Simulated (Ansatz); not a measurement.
Energy needed to pull apart InHF (SMILES [F][InH]), doublet, into free ground-state atoms, from the structure below (displaced at random from its PBE0-D4/def2-TZVP minimum); no zero-point or spin–orbit terms; open-shell atoms are treated unrestricted, in their ground-state multiplicity.

```csv
atom,x (Å),y (Å),z (Å)
F1,1.1219,0.9545,0.6733
In2,-0.6026,0.3420,-0.2556
H3,-0.5062,-1.3494,-0.4792
```

Computed with Ansatz 0.2.0 (basis: def2-TZVPP); correlated methods freeze the cores; orbitals are unrestricted. Filled d shells of the heavier atoms are correlated. Core potentials replace the inner electrons of the atoms past krypton. The def2 sets are not built for correlating such inner shells, so the correlated values are less sure here.

| method | atomization energy (kJ/mol) |
| --- | --- |
| PBE-D4 | 627 |
| r2SCAN-D4 | 624 |
| PBE0-D4 | 595 |
| wB97M-V | 610 |
| HF | ? |
| MP2 | ? |
| CCSD | 577 |
| CCSD(T) | 590 |

(1) What does HF give? (To be estimated.)

(2) What does MP2 give? (To be estimated.)

No T1 diagnostic of these runs exceeds 0.021. ⟨S²⟩ of the unrestricted Hartree–Fock references: 0.77 (a pure state has 0.75).

Results:

(1) Computed: 404 kJ/mol, which is about 186 kJ/mol less than CCSD(T)/def2-TZVPP.

(2) The calculation gives: 601 kJ/mol, which is about 11 kJ/mol more than CCSD(T)/def2-TZVPP.

In triple zeta the MP2 and coupled-cluster atomization energies are still short of their basis limit by a few kcal/mol a bond, whereas those of the functionals are nearly converged, so these differences are not deviations from converged CCSD(T).

For scale, one of the runs: CCSD(T)/def2-TZVPP forces, 95 basis functions (an equivalent command: `ansatz run in.yaml --threads 2`). The run took 44 s on 2 CPU threads (shared host), with 1.1 GiB of host memory at its peak.
